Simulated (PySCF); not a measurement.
**Radial density of I (iodine, neutral)**

revPBE, [Kr] 4d10 5s2 5p4 6s1, high-spin 4P determinant (an excited configuration). Calculation: PySCF 2.14, in aug-cc-pVQZ-PP with one added diffuse shell each of s, p, d, f, g type with ECP28MDF (8s8p6d4f3g, 117 functions); a scalar-relativistic core potential. This is the valence pseudo-density: the core potential removes the inner electrons and smooths the orbitals near the nucleus.

| r (bohr) | 4πr²ρ (e/bohr) | 4πr²(ρα − ρβ) |
| --- | --- | --- |
| 0.00207 | 1.505e-05 | 0.0000 |
| 0.00348 | 4.081e-05 | 0.0000 |
| 0.00586 | 0.0001041 | 0.0000 |
| 0.00986 | 0.0002405 | 0.0000 |
| 0.0166 | 0.0004999 | 0.0000 |
| 0.0279 | 0.0008694 | 0.0000 |
| 0.0469 | 0.001351 | 0.0000 |
| 0.0789 | 0.003236 | 0.0001 |
| 0.133 | 0.02236 | 0.0003 |
| 0.223 | 0.2834 | 0.0033 |
| 0.375 | 4.599 | 0.0620 |
| 0.632 | 25.52 | 0.2291 |
| 1.06 | 14.86 | 0.0461 |
| 1.79 | 4.585 | 1.1162 |
| 3.01 | 1.389 | 0.5752 |
| 5.06 | 0.2722 | 0.2365 |
| 8.50 | 0.07080 | 0.0706 |
| 14.3 | 0.001811 | 0.0018 |

Energies and moments cover only the electrons outside the core potential. The outer electron is Rydberg-like, and this basis confines it to a smaller radius and binds it less than a complete one would.
